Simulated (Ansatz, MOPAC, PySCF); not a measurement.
Breaking a bond: AsH, triplet.

- UKS-B3LYP/6-31G* = unrestricted B3LYP/6-31G*, spherical d (PySCF)
- UKS-M06-2X/6-31G* = PySCF with unrestricted M06-2X/6-31G*, spherical d
- AM1, unrestricted, heats of formation (MOPAC)
- FCI = full CI/cc-pVDZ, cores with 3d frozen (Ansatz, a first-principles code)

Energies relative to the lowest point of each curve near equilibrium, in kcal/mol; the last columns give the difference from FCI:

```json
[
 {"R / Å": "1.15", "UKS-B3LYP/6-31G*": "59.0", "UKS-M06-2X/6-31G*": "58.0", "AM1": "38.8", "FCI": "58.6", "UKS-B3LYP/6-31G* − FCI": "0.4", "UKS-M06-2X/6-31G* − FCI": "-0.6", "AM1 − FCI": "-19.8"},
 {"R / Å": "1.22", "UKS-B3LYP/6-31G*": "35.2", "UKS-M06-2X/6-31G*": "34.1", "AM1": "24.0", "FCI": "34.8", "UKS-B3LYP/6-31G* − FCI": "0.4", "UKS-M06-2X/6-31G* − FCI": "-0.6", "AM1 − FCI": "-10.8"},
 {"R / Å": "1.30", "UKS-B3LYP/6-31G*": "17.4", "UKS-M06-2X/6-31G*": "16.5", "AM1": "12.1", "FCI": "17.0", "UKS-B3LYP/6-31G* − FCI": "0.3", "UKS-M06-2X/6-31G* − FCI": "-0.6", "AM1 − FCI": "-5.0"},
 {"R / Å": "1.36", "UKS-B3LYP/6-31G*": "9.0", "UKS-M06-2X/6-31G*": "8.2", "AM1": "6.1", "FCI": "8.7", "UKS-B3LYP/6-31G* − FCI": "0.3", "UKS-M06-2X/6-31G* − FCI": "-0.5", "AM1 − FCI": "-2.6"},
 {"R / Å": "1.44", "UKS-B3LYP/6-31G*": "2.5", "UKS-M06-2X/6-31G*": "2.1", "AM1": "1.4", "FCI": "2.4", "UKS-B3LYP/6-31G* − FCI": "0.1", "UKS-M06-2X/6-31G* − FCI": "-0.3", "AM1 − FCI": "-1.0"},
 {"R / Å": "1.47", "UKS-B3LYP/6-31G*": "1.2", "UKS-M06-2X/6-31G*": "0.9", "AM1": "0.5", "FCI": "1.1", "UKS-B3LYP/6-31G* − FCI": "0.1", "UKS-M06-2X/6-31G* − FCI": "-0.2", "AM1 − FCI": "-0.6"},
 {"R / Å": "1.53", "UKS-B3LYP/6-31G*": "0.0", "UKS-M06-2X/6-31G*": "0.0", "AM1": "0.0", "FCI": "0.0", "UKS-B3LYP/6-31G* − FCI": "0.0", "UKS-M06-2X/6-31G* − FCI": "0.0", "AM1 − FCI": "0.0"},
 {"R / Å": "1.60", "UKS-B3LYP/6-31G*": "0.5", "UKS-M06-2X/6-31G*": "0.8", "AM1": "1.2", "FCI": "0.5", "UKS-B3LYP/6-31G* − FCI": "-0.1", "UKS-M06-2X/6-31G* − FCI": "0.3", "AM1 − FCI": "0.7"},
 {"R / Å": "1.62", "UKS-B3LYP/6-31G*": "0.9", "UKS-M06-2X/6-31G*": "1.3", "AM1": "1.9", "FCI": "1.0", "UKS-B3LYP/6-31G* − FCI": "-0.1", "UKS-M06-2X/6-31G* − FCI": "0.3", "AM1 − FCI": "0.9"},
 {"R / Å": "1.69", "UKS-B3LYP/6-31G*": "3.2", "UKS-M06-2X/6-31G*": "3.9", "AM1": "5.1", "FCI": "3.3", "UKS-B3LYP/6-31G* − FCI": "-0.1", "UKS-M06-2X/6-31G* − FCI": "0.6", "AM1 − FCI": "1.8"},
 {"R / Å": "1.76", "UKS-B3LYP/6-31G*": "6.4", "UKS-M06-2X/6-31G*": "7.5", "AM1": "9.6", "FCI": "6.5", "UKS-B3LYP/6-31G* − FCI": "-0.1", "UKS-M06-2X/6-31G* − FCI": "1.0", "AM1 − FCI": "3.1"},
 {"R / Å": "1.91", "UKS-B3LYP/6-31G*": "15.2", "UKS-M06-2X/6-31G*": "17.0", "AM1": "21.9", "FCI": "15.0", "UKS-B3LYP/6-31G* − FCI": "0.2", "UKS-M06-2X/6-31G* − FCI": "2.0", "AM1 − FCI": "6.9"},
 {"R / Å": "2.08", "UKS-B3LYP/6-31G*": "26.5", "UKS-M06-2X/6-31G*": "28.8", "AM1": "37.4", "FCI": "25.3", "UKS-B3LYP/6-31G* − FCI": "1.2", "UKS-M06-2X/6-31G* − FCI": "3.5", "AM1 − FCI": "12.1"},
 {"R / Å": "2.29", "UKS-B3LYP/6-31G*": "39.9", "UKS-M06-2X/6-31G*": "41.7", "AM1": "52.4", "FCI": "36.7", "UKS-B3LYP/6-31G* − FCI": "3.3", "UKS-M06-2X/6-31G* − FCI": "5.0", "AM1 − FCI": "15.7"},
 {"R / Å": "2.54", "UKS-B3LYP/6-31G*": "52.1", "UKS-M06-2X/6-31G*": "51.5", "AM1": "68.4", "FCI": "46.7", "UKS-B3LYP/6-31G* − FCI": "5.4", "UKS-M06-2X/6-31G* − FCI": "4.8", "AM1 − FCI": "21.7"},
 {"R / Å": "2.73", "UKS-B3LYP/6-31G*": "58.0", "UKS-M06-2X/6-31G*": "—", "AM1": "73.2", "FCI": "51.6", "UKS-B3LYP/6-31G* − FCI": "6.4", "UKS-M06-2X/6-31G* − FCI": "—", "AM1 − FCI": "21.6"},
 {"R / Å": "3.05", "UKS-B3LYP/6-31G*": "63.7", "UKS-M06-2X/6-31G*": "—", "AM1": "77.3", "FCI": "56.2", "UKS-B3LYP/6-31G* − FCI": "7.5", "UKS-M06-2X/6-31G* − FCI": "—", "AM1 − FCI": "21.1"},
 {"R / Å": "3.37", "UKS-B3LYP/6-31G*": "66.4", "UKS-M06-2X/6-31G*": "—", "AM1": "78.9", "FCI": "58.0", "UKS-B3LYP/6-31G* − FCI": "8.4", "UKS-M06-2X/6-31G* − FCI": "—", "AM1 − FCI": "20.9"},
 {"R / Å": "3.79", "UKS-B3LYP/6-31G*": "67.9", "UKS-M06-2X/6-31G*": "—", "AM1": "79.5", "FCI": "58.9", "UKS-B3LYP/6-31G* − FCI": "9.0", "UKS-M06-2X/6-31G* − FCI": "—", "AM1 − FCI": "20.6"},
 {"R / Å": "4.16", "UKS-B3LYP/6-31G*": "68.4", "UKS-M06-2X/6-31G*": "—", "AM1": "79.6", "FCI": "59.1", "UKS-B3LYP/6-31G* − FCI": "9.2", "UKS-M06-2X/6-31G* − FCI": "—", "AM1 − FCI": "20.5"},
 {"R / Å": "4.57", "UKS-B3LYP/6-31G*": "68.6", "UKS-M06-2X/6-31G*": "—", "AM1": "79.7", "FCI": "59.2", "UKS-B3LYP/6-31G* − FCI": "9.4", "UKS-M06-2X/6-31G* − FCI": "—", "AM1 − FCI": "20.4"},
 {"R / Å": "5.34", "UKS-B3LYP/6-31G*": "68.8", "UKS-M06-2X/6-31G*": "—", "AM1": "79.7", "FCI": "59.3", "UKS-B3LYP/6-31G* − FCI": "9.5", "UKS-M06-2X/6-31G* − FCI": "—", "AM1 − FCI": "20.4"},
 {"R / Å": "6.12", "UKS-B3LYP/6-31G*": "68.8", "UKS-M06-2X/6-31G*": "—", "AM1": "—", "FCI": "59.3", "UKS-B3LYP/6-31G* − FCI": "9.5", "UKS-M06-2X/6-31G* − FCI": "—", "AM1 − FCI": "—"}
]
```

UKS-B3LYP/6-31G* is furthest from FCI at 6.12 (9.5 kcal/mol, above); its mean absolute difference over the points is 3.5 kcal/mol.

UKS-M06-2X/6-31G* is furthest from FCI at 2.29 (5.0 kcal/mol, above); its mean absolute difference over the points is 1.4 kcal/mol.

AM1 is furthest from FCI at 2.54 (21.7 kcal/mol, above); its mean absolute difference over the points is 11.3 kcal/mol.

Dashes: no converged value, or the column stops at the first point that the program doubted or that broke a chosen test of continuity, which isn't proof of a fault.

The unrestricted determinant behind UKS-B3LYP/6-31G* is spin-contaminated at 2.29 to 6.12 Å (<S²> up to 3.0, against 2.00 for a pure triplet). The unrestricted solution behind UKS-M06-2X/6-31G* changes between 3.37 and 3.79 Å, which can leave a kink. The unrestricted determinant behind UKS-M06-2X/6-31G* is spin-contaminated at 2.29 to 3.37, 4.16 to 6.12 Å (<S²> up to 3.0, against 2.00 for a pure triplet).
